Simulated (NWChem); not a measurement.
System: MgO; SMILES [O]=[Mg]

```xyz
2

Mg     0.0000     0.0000    -0.7071
O      0.0000     0.0000     1.0356
```
Atoms are numbered in this order, from 1.

Program: NWChem. Geometry: optimised at B3LYP/6-31G* (spherical d). GIAO values for the isolated, static molecule; σ is the absolute isotropic shielding.

For level B3LYP/pcSseg-0:

```yaml
"σ Mg1 (ppm)": -1938.1
"σ O2 (ppm)": 21236.3
```

Problem. How do the values read with level B3LYP/pcSseg-1 instead?

Solution. 
| Quantity | Value |
|---|---|
| σ Mg1 (ppm) | 1461.8 |
| σ O2 (ppm) | -5766.1 |
